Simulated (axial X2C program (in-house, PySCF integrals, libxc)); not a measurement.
## Potential curves of PtP⁺, without spin–orbit coupling

Calculated with an axial X2C code built on PySCF integrals. Spin-free means the one-electron spin-free X2C Hamiltonian. Basis: Pt dyall-cv3z [13s14p9d6f4g], P dyall-v3z [8s7p2d1f] (cores contracted in-house); Gaussian nuclei, density fitting, unrestricted open shells. Masses: Pt 194.965 u, P 30.974 u.

State: M_S = 0, Λ = 0 (closed shell). Energies in kJ/mol from the fragments at the same level (Pt+ + P). Fits are polynomials in 1 − R0/R over 0.85 to 1.23 times the lowest point R0.

```csv
R (Å),MP2,PBE0,HF
1.8791,-491.14,-421.62,5.20
1.9390,-511.96,-440.08,-11.89
1.9990,-516.38,-442.56,-12.96
2.0690,-505.94,-430.48,0.73
2.1389,-483.24,-407.03,25.70
2.2289,-441.45,-366.01,68.36
```

Correlated methods: 14 electrons correlated (number of frozen shells: Pt 5 s, 4 p, 2 d, 1 f; P 2 s, 1 p), 260 virtual spin orbitals or spinors in MP2.

One determinant describes the state; a PBE0 search over occupations chose it and may have missed a lower one. The closed shell is kept restricted, so the energy runs too high when the bond is stretched far. Dissociation energies refer to the lowest single-determinant-based atoms at the same level and basis. MP2 and coupled cluster on one determinant become unreliable at the stretched end.

(1) What are Re, ωe and De at the MP2 level?

(2) What are Re, ωe and De at the PBE0 level?

(3) What are Re, ωe and De at the HF level?

## Answers

(1) At MP2, spin-free: Re = 1.988 Å, ωe ≈ 619 cm⁻¹, De = 5.35 eV to Pt+ + P; Be follows as 0.16 cm⁻¹.

(2) At PBE0, spin-free: Re = 1.979 Å, ωe ≈ 621 cm⁻¹, De = 4.59 eV to Pt+ + P; Be follows as 0.161 cm⁻¹.

(3) At HF, spin-free: Re = 1.973 Å, ωe ≈ 631 cm⁻¹, De = 0.15 eV to Pt+ + P; Be follows as 0.162 cm⁻¹.
